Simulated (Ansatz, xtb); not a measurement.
## C4H6BrF: which of two isomers lies lower

Structure X: `C=C(F)CCBr`, a singlet. Structure Y: `C/C(F)=C(\C)Br`, a singlet. Both are isolated molecules in the gas phase, relaxed with PBE-D3(BJ)/def2-SVP; each stands in its lowest conformer found.

Which of the two would you expect CCSD(T)/def2-SVP + ΔMP2/def2-TZVPP electronic energies to favour?

Too close to call at this level: CCSD(T)/def2-SVP + ΔMP2/def2-TZVPP gives E(Y) − E(X) = −2.31 kJ/mol.

How the difference moves with the method:

```
                             level             geometry  E(Y) − E(X) (kJ/mol)  departure from the last row (kJ/mol)  job, with rough time for the two
                          GFN2-xTB             GFN2-xTB                  −14.48                                −12.17              optimisation, 0.19 s
                         HF/STO-3G             GFN2-xTB                  −25.83                                −23.52              single point, 0.52 s
                r2SCAN-D4/def2-SVP             GFN2-xTB                  −10.20                                 −7.89               single point, 2.9 s
               PBE-D3(BJ)/def2-SVP  PBE-D3(BJ)/def2-SVP                  −14.00                                −11.69                optimisation, 23 s
                       HF/def2-SVP  PBE-D3(BJ)/def2-SVP                   +7.76                                +10.07           part of the CCSD(T) run
                      MP2/def2-SVP  PBE-D3(BJ)/def2-SVP                   −8.47                                 −6.16           part of the CCSD(T) run
                  CCSD(T)/def2-SVP  PBE-D3(BJ)/def2-SVP                   −4.46                                 −2.15                      single point
CCSD(T)/def2-SVP + ΔMP2/def2-TZVPP  PBE-D3(BJ)/def2-SVP                   −2.31                                                      single point, 49 s
```

As drawn, both hold the same kinds of bond in the same numbers. Structure X has 0 methyl groups, Y 2.

The largest departure from CCSD(T)/def2-SVP + ΔMP2/def2-TZVPP is that of HF/STO-3G, 23.52 kJ/mol. The last row adds to CCSD(T) the change of the MP2 difference between the two basis sets, here +2.15 kJ/mol.

With thermal terms from frequencies at re-optimised GFN2-xTB minima (ideal gas, soft modes damped towards free rotors, one conformer each, 298.15 K, 1 atm): the zero-point term adds −2.55 kJ/mol; ΔH is −2.76 and ΔG −5.80 kJ/mol.

The correlated steps freeze 14 core orbitals; the filled d shell of Br is correlated, in a basis made for valence electrons. Programs: Ansatz 0.2.0, xtb 6.7.1; the last row on 4 threads of Intel(R) Xeon(R) Platinum 8259CL CPU @ 2.50GHz (Skylake/Cascade Lake) on a shared host.
